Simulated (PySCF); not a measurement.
**Correlation energy of Hg³⁺ (mercury, charge +3)**

[Xe] 4f14 5d9, 2D determinant. Calculation: PySCF 2.14, in def2-TZVPPD with the def2 core potential (60 electrons); a scalar-relativistic core potential. Frozen: nothing; 17 electrons correlated.

```json
{"level": "CCSD", "correlation energy (mhartree)": "-452.90"}
{"level": "(T)", "correlation energy (mhartree)": "-9.60"}
{"level": "CCSD(T)", "correlation energy (mhartree)": "-462.50"}
```

Diagnostics: T1 = 0.0043, D1 = 0.0118, largest double amplitude 0.023.

Spin-orbit coupling, absent here, splits the open shell strongly.

Cost of the coupled-cluster step: about 40 core-seconds, for 17 correlated electrons.

The basis has no tight functions for the innermost shells, so their pair energies are far from complete.

This basis was not built for core-valence correlation, so the inner-shell part is incomplete.
